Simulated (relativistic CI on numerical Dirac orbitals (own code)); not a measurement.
# Tc⁵⁺: L-alpha,beta X-ray emission

Computed with this model: Dirac-Coulomb-Breit CI, separate exchange-only KLI orbitals for each configuration, a model potential for QED, valence Slater integrals scaled by 0.8, multiplet model of X-ray emission after core ionisation; configurations [Kr] 4d2 → [He] 2s2 2p5 3s2 3p6 3d10 4s2 4p6 4d2 → [Ar] 3d9 4s2 4p6 4d2; 300 K; Lorentzian 2 eV and Gaussian 0.6 eV FWHM. Energies are those of the free ion, without screening or charge transfer. S is read from ⟨S²⟩ = S(S + 1).

Computed curve for free ion, scaled to 100 at the maximum (points under 2 are left out and the grid is thinned):

(Energy (eV), Intensity): (2417.6, 2.1), (2418.2, 2.4), (2418.6, 2.8), (2419.2, 3.5), (2419.8, 4.6), (2420.2, 5.5), (2420.8, 7.3), (2421.2, 8.9), (2421.8, 12.2), (2422.4, 16.5), (2422.8, 18.7), (2423.4, 20.6), (2424.0, 23.7), (2424.4, 28.2), (2425.0, 41.2), (2425.4, 56.2), (2426.0, 86.5), (2426.6, 100.0), (2427.0, 86.8), (2427.6, 54.3), (2428.2, 31.5), (2428.6, 22.6), (2429.2, 14.7), (2429.6, 11.4), (2430.2, 8.2), (2430.8, 6.1), (2431.2, 5.2), (2431.8, 4.1), (2432.4, 3.3), (2432.8, 2.9), (2433.4, 2.5), (2433.8, 2.2), (2529.0, 2.3), (2529.6, 3.1), (2530.0, 3.3), (2530.6, 2.8), (2531.2, 2.2), (2533.6, 2.1), (2534.2, 2.5), (2534.6, 2.8), (2535.2, 3.6), (2535.8, 4.8), (2536.2, 6.1), (2536.8, 9.1), (2537.4, 13.9), (2537.8, 18.5), (2538.4, 28.7), (2538.8, 37.9), (2539.4, 48.0), (2540.0, 44.2), (2540.4, 36.4), (2541.0, 24.5), (2541.6, 15.7), (2542.0, 11.7), (2542.6, 7.8), (2543.0, 6.1), (2543.6, 4.4), (2544.2, 3.3), (2544.6, 2.7), (2545.2, 2.1)

The ground state has S = 0.99, and the centroid lies at 2464.65 eV.
